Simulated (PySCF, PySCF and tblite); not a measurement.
A run on one conformer of C8H13O (charge -1), numbered as in [CH2:1]=[CH:2][C@@:3]1([O-:4])[CH2:5][C@@:6]1([CH3:7])[CH2:8][CH3:9], from an ensemble study. The sound level was wB97X-D/pcSseg-1 (IEF-PCM, cyclohexane) on GFN2-xTB geometries.

Input:

```
{"job": {"xc": "wB97X-D", "basis": "pcSseg-1", "solvent": "cyclohexane", "scf": {"max_cycle": 59}, "kind": "nmr", "pop": false}, "charge": -3, "multiplicity": 1}
C      2.829614     0.925002     0.412277
C      1.982773     0.702273    -0.583786
C      1.143095    -0.523706    -0.801194
O      1.522341    -1.192432    -1.853066
C      0.552991    -1.182766     0.449545
C     -0.370053    -0.367831    -0.437919
C     -1.310557    -1.152274    -1.321335
C     -0.920090     0.920650     0.131241
C     -2.051146     0.686932     1.137879
H      2.888840     0.269705     1.267597
H      3.515826     1.764615     0.419544
H      1.990805     1.367908    -1.442254
H      0.779201    -0.777895     1.429217
H      0.418522    -2.257234     0.443397
H     -1.945190    -0.483562    -1.906194
H     -1.952446    -1.841675    -0.762759
H     -0.684511    -1.728790    -2.007057
H     -0.110107     1.465127     0.624888
H     -1.295450     1.554227    -0.681501
H     -2.894265     0.196681     0.654805
H     -2.399242     1.628064     1.567847
H     -1.701361     0.046367     1.945060
```

Command: OMP_NUM_THREADS=1 python ens_run.py task.json out

Output:

```
final grid: 170712 points
cycle   1  E = -386.7782014587  dE =  2.229e+00  |g| = 1.365e+00  |ddm| = 4.598e+00
cycle   2  E = -385.4321902410  dE =  1.346e+00  |g| = 2.611e+00  |ddm| = 1.689e+01
cycle   3  E = -387.2914625704  dE = -1.859e+00  |g| = 3.441e-01  |ddm| = 1.466e+01
cycle   4  E = -387.3300388719  dE = -3.858e-02  |g| = 2.455e-01  |ddm| = 3.701e+00
cycle   5  E = -387.3461746622  dE = -1.614e-02  |g| = 1.134e-01  |ddm| = 7.545e-01
cycle   6  E = -387.3496893601  dE = -3.515e-03  |g| = 1.023e-01  |ddm| = 9.600e-01
cycle   7  E = -387.3529044936  dE = -3.215e-03  |g| = 6.774e-02  |ddm| = 4.672e-01
cycle   8  E = -387.3567403354  dE = -3.836e-03  |g| = 2.149e-02  |ddm| = 1.297e+00
cycle   9  E = -387.3574022091  dE = -6.619e-04  |g| = 9.023e-03  |ddm| = 5.536e-01
cycle  10  E = -387.3577051470  dE = -3.029e-04  |g| = 5.064e-03  |ddm| = 4.922e-01
cycle  11  E = -387.3578433321  dE = -1.382e-04  |g| = 2.833e-03  |ddm| = 4.269e-01
cycle  12  E = -387.3578924601  dE = -4.913e-05  |g| = 1.481e-03  |ddm| = 2.862e-01
cycle  13  E = -387.3579067652  dE = -1.431e-05  |g| = 9.123e-04  |ddm| = 1.631e-01
cycle  14  E = -387.3579103181  dE = -3.553e-06  |g| = 4.694e-04  |ddm| = 7.853e-02
cycle  15  E = -387.3579115190  dE = -1.201e-06  |g| = 2.429e-04  |ddm| = 4.836e-02
cycle  16  E = -387.3579118239  dE = -3.049e-07  |g| = 2.094e-04  |ddm| = 2.093e-02
cycle  17  E = -387.3579119343  dE = -1.104e-07  |g| = 1.320e-04  |ddm| = 1.193e-02
cycle  18  E = -387.3579119744  dE = -4.005e-08  |g| = 6.531e-05  |ddm| = 6.928e-03
cycle  19  E = -387.3579119859  dE = -1.155e-08  |g| = 3.967e-05  |ddm| = 3.791e-03
cycle  20  E = -387.3579119899  dE = -3.926e-09  |g| = 2.216e-05  |ddm| = 2.494e-03
cycle  21  E = -387.3579119916  dE = -1.746e-09  |g| = 1.398e-05  |ddm| = 1.702e-03
cycle  22  E = -387.3579119920  dE = -4.444e-10  |g| = 5.890e-06  |ddm| = 7.905e-04
converged SCF energy = -387.3579119920

GIAO shielding tensors (ppm)
atom      isotropic    diamagn.    paramagn.     s11        s22        s33       span
  0 C      127.828     251.151    -123.323     23.722    141.214    218.549    194.827
  1 C        5.387     254.980    -249.593   -123.386     -4.703    144.251    267.637
  2 C      108.521     237.217    -128.697     77.138    100.416    148.008     70.870
  3 O      197.697     403.862    -206.165    121.079    194.580    277.434    156.355
  4 C      157.825     253.180     -95.355    133.692    150.578    189.205     55.513
  5 C      172.926     250.908     -77.981    155.676    162.979    200.123     44.447
  6 C      159.898     245.460     -85.563    123.980    163.564    192.148     68.168
  7 C      184.506     242.159     -57.653    141.264    160.289    251.966    110.702
  8 C      192.761     239.702     -46.941    164.592    190.789    222.903     58.311
  9 H       28.315      33.934      -5.619     15.214     26.197     43.534     28.320
 10 H       25.641      31.306      -5.665     23.019     26.357     27.548      4.528
 11 H       32.163      34.871      -2.707     21.237     27.389     47.864     26.626
 12 H       33.813      34.899      -1.086     26.534     36.318     38.587     12.053
 13 H       35.148      36.617      -1.470     25.883     36.318     43.242     17.359
 14 H       34.777      34.787      -0.010     27.765     30.697     45.869     18.104
 15 H       37.552      33.557       3.995     31.953     32.841     47.863     15.910
 16 H       28.309      34.750      -6.442     22.691     26.770     35.465     12.775
 17 H       35.733      31.462       4.270     27.353     28.459     51.386     24.033
 18 H       27.733      32.959      -5.226      7.930     33.550     41.718     33.788
 19 H       32.544      33.702      -1.158     22.887     32.800     41.945     19.058
 20 H       33.448      34.894      -1.445     24.008     29.318     47.019     23.011
 21 H       41.580      32.122       9.458     34.266     44.653     45.819     11.553
```

Task: What is wrong with this calculation, and what did it do to the result?

Result: The setting at fault: wrong charge. The calculation finished and met its thresholds. Shieldings averaged over the conformers (ppm), as run and sound:
```tsv
atoms	as run	sound
C1	151.3	78.2
C2	15.7	15.7
C3	109.1	111.5
O4	243.0	279.9
C5	157.1	148.1
C6	167.9	157.8
C7	147.4	168.6
C8	188.2	149.7
C9	186.7	173.0
H1a	28.7	26.2
H1b	27.2	26.9
H2	27.1	25.0
H5a	31.5	31.6
H5b	36.4	32.3
H7	33.2	30.5
H8a	28.6	30.2
H8b	31.1	30.7
H9	36.0	30.9
```
